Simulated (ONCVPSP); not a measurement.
## oxygen: excitation energies, all-electron against ONCV

oxygen (O), optimised norm-conserving Vanderbilt (ONCV), made with ONCVPSP 4.0.1 (LDA (Perdew-Wang 92), scalar-relativistic). Core [He], reference 2s1.75 2p4.25. Waves: 2s: rc 0.70 bohr, ncon 3, nbas 8, qcut 8.4 1/bohr, 2 projectors, debl 2.1 Ha; 2p: rc 2.10 bohr, ncon 4, nbas 8, qcut 7.5 1/bohr, 1 projector. Local part: polynomial inside 0.65 bohr (lpopt 5, dvloc0 2 Ha). Core correction: polynomial model core, fcfact 0.55.

Energies are relative to the spin-unpolarised reference configuration 2s1.75 2p4.25; without spin polarisation the order of configurations can differ from experiment.

Q: Give the all-electron excitation energy and the error of the potential for: 2s2 2p4; 2s2 2p3; 2s2 2p2; 2s1 2p4.

A:

```tsv
valence configuration	charge	ΔE all-electron (eV)	error AE − PS (meV)
2s2 2p4	0	-3.641	-0.9
2s2 2p3	+1	12.944	+134
2s2 2p2	+2	46.657	+830
2s1 2p4	+1	27.783	-102
```

Levels in the configuration 2s1 2p4:

| level | all-electron (eV) | pseudo (eV) |
| --- | --- | --- |
| 2s | -39.540 | -39.818 |
| 2p | -24.672 | -24.723 |
